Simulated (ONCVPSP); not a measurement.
An all-electron radial function and its pseudo partner (Sr (Z = 38))

Columns: radius, all-electron u(r) and pseudo u(r) of the 4s shell (level -40.90 eV) of strontium in the configuration [Ar] 3d10 4s2 4p6 5s2; PBE, scalar-relativistic, ONCV scheme, ONCVPSP 4.0.1.

```csv
r (bohr),all-electron,pseudo
0.100,0.3037,0.0712
0.200,0.0145,0.1466
0.300,-0.4218,0.2289
0.400,-0.4954,0.3187
0.500,-0.2921,0.4150
0.600,0.0217,0.5155
0.700,0.3351,0.6165
0.800,0.5952,0.7123
0.900,0.7851,0.7962
1.000,0.9069,0.8620
1.100,0.9701,0.9061
1.200,0.9864,0.9271
1.300,0.9677,0.9251
1.400,0.9245,0.9006
1.500,0.8654,0.8558
1.600,0.7972,0.7949
1.700,0.7252,0.7249
1.800,0.6528,0.6527
1.900,0.5827,0.5826
2.000,0.5165,0.5164
2.100,0.4551,0.4551
2.200,0.3991,0.3990
2.300,0.3485,0.3484
2.400,0.3032,0.3031
2.500,0.2630,0.2630
2.600,0.2275,0.2275
```

Q: How many radial nodes do the two functions have?

A: The all-electron 4s function has n − l − 1 = 3 (the table is too coarse to show those close to the nucleus); the pseudo-wave has 0, since the states of the same l below it are removed with the core.

Q: At about which radius was the pseudo-wave matched?

A: 1.80 bohr, where the columns begin to agree (steps of 0.10 bohr).

Q: Is the pseudo-wave norm-conserving?

A: Yes: the ONCV scheme keeps the norm inside the radius equal to the all-electron one, which fixes the energy derivative of the logarithmic derivative at the level.
